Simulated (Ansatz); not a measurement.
Cost and result for the atomization energy of CH8AlGaSi (`C[SiH]([AlH2])[GaH2]`) (12 atoms, 11 bonds).

```csv
atom,x (Å),y (Å),z (Å)
C1,-0.355,1.409,-1.200
Si2,-0.022,0.399,0.366
Al3,2.153,-0.719,0.393
Ga4,-1.699,-1.269,0.790
H5,-1.325,1.907,-1.148
H6,0.413,2.171,-1.349
H7,-0.358,0.757,-2.077
H8,-0.038,1.298,1.566
H9,2.721,-1.331,1.746
H10,3.001,-0.906,-0.943
H11,-2.680,-1.755,-0.345
H12,-1.812,-1.961,2.201
```

Charge 0, multiplicity 1. Correlated methods include outer-core shells of Ga, which these sets cover unevenly. Scalar relativity is left out up to krypton. Geometry: relaxed with PBE0-D4/def2-TZVP. Program: Ansatz. All runs use 4 threads of an Arm Neoverse V2 on a shared host. Times are those of one run each, without the atoms' runs, and a repeat can differ threefold. Electronic energies, without spin–orbit coupling; frozen cores. CCSD(T)/CBS adds CCSD(T) − MP2 in def2-TZVPP to the MP2 limit, and its time is that of the two runs behind it. T1 = 0.013. With those shells the extrapolation isn't a true limit.

CCSD(T)/CBS is a level of theory with its own doubt, some kJ/mol a heavy atom from the limit and from the frozen cores, so smaller differences don't rank the functionals.

| level | functions | wall time | atomization (kJ/mol) | difference from CCSD(T)/CBS | per bond |
| --- | --- | --- | --- | --- | --- |
| revPBE-D4/def2-TZVPP | 275 | 2.3 s | 3360.2 | -80.8 | -7.3 |
| BLYP-D4/def2-TZVPP | 275 | 2.3 s | 3371.0 | -70.0 | -6.4 |
| PBE-D4/def2-TZVPP (with forces) | 275 | 3.1 s | 3411.5 | -29.5 | -2.7 |
| BHLYP-D4/def2-TZVPP | 275 | 3.7 s | 3386.1 | -54.9 | -5.0 |
| PBE0-D4/def2-TZVPP | 275 | 3.8 s | 3407.2 | -33.8 | -3.1 |
| CAM-B3LYP-D4/def2-TZVPP | 275 | 4.1 s | 3432.8 | -8.2 | -0.7 |
| PBE-QIDH/def2-TZVPP | 275 | 6 s | 3406.3 | -34.7 | -3.2 |
| CCSD(T)/def2-SVP | 122 | 6 s | 3248.9 | -192.1 | -17.5 |
| B2PLYP/def2-TZVPP | 275 | 6.5 s | 3374.2 | -66.8 | -6.1 |
| B97M-V/def2-TZVPP | 275 | 10 s | 3489.4 | 48.4 | 4.4 |
| MP2/def2-QZVPP | 526 | 29 s | 3387.2 | -53.8 | -4.9 |
| CCSD(T)/def2-TZVPP | 275 | 2.8 min | 3371.3 | -69.7 | -6.3 |
| CCSD(T)/CBS(def2) | – | 3.3 min | 3441.0 | 0.0 | 0.0 |

In def2-TZVPP, CCSD(T) changes the Hartree–Fock value by +768.7 kJ/mol (the triples alone add +32.9 kJ/mol) and MP2 by +743.4 kJ/mol; breaking electron pairs costs correlation energy, which Hartree–Fock lacks. From r2SCAN to r2SCAN0 (25 % exact exchange), in def2-TZVPP and without D4, the atomization energy moves by −23.6 kJ/mol: exact exchange takes away binding that semilocal exchange gives to molecules. The D4 term adds +43.2 kJ/mol with B3LYP and +23.0 kJ/mol with PBE0; it sums over pairs of atoms, weighted by their polarisabilities, and B3LYP, whose exchange is more repulsive, gets the larger term.

B3LYP here is the variant with VWN-RPA as its local correlation; programs differ in this.
